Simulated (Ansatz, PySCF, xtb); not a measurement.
Reaction R1 + R2 → P1, each structure at its B3LYP-D3(BJ)/def2-TZVP stationary point, reached from a drawn start (curvature not checked).
P1, SiCl4 (SMILES Cl[Si](Cl)(Cl)Cl) (charge 0, multiplicity 1):
```tsv
atom	x (Å)	y (Å)	z (Å)
Si	0.0000	0.0000	0.0000
Cl	1.1735	1.1735	1.1735
Cl	1.1735	-1.1735	-1.1735
Cl	-1.1735	1.1735	-1.1735
Cl	-1.1735	-1.1735	1.1735
```
R1, Cl2Si (SMILES Cl[Si]Cl) (charge 0, multiplicity 1):
```xyz
3

Si     0.0000     0.0000    -0.8817
Cl     1.6232     0.0000     0.4408
Cl    -1.6232     0.0000     0.4408
```
R2: Cl2 (SMILES ClCl), charge 0, multiplicity 1.

P less R. No zero-point or thermal terms.

Correlated levels freeze the cores. CBS(a, b) extrapolates the correlation energy as X⁻³ and adds the Hartree–Fock energy of set b.

The values were computed with Ansatz (Gaussian basis) for Hartree–Fock, density functionals and correlated methods; PySCF for the D3/D4 terms; xtb for the GFN methods. Each number belongs to the level named beside it.

The comparison value is -5.317 eV (CCSD(T)/CBS(cc-pV(T+d)Z, cc-pV(Q+d)Z)). It is a level with limits of its own, not the exact answer.

**Question.** Order these levels by how close they come to the comparison value for the reaction energy, closest first: BLYP-D4/def2-TZVPP, B97M-V/def2-TZVPP, r2SCAN-D3(BJ)/def2-TZVPP, GFN2-xTB, GFN1-xTB. Give each level's value less the comparison value.

**Answer.** B97M-V/def2-TZVPP (0.008 eV), r2SCAN-D3(BJ)/def2-TZVPP (-0.061 eV), BLYP-D4/def2-TZVPP (0.655 eV), GFN1-xTB (-0.946 eV), GFN2-xTB (1.649 eV)

Ansatz is a quantum-chemistry and plane-wave program.
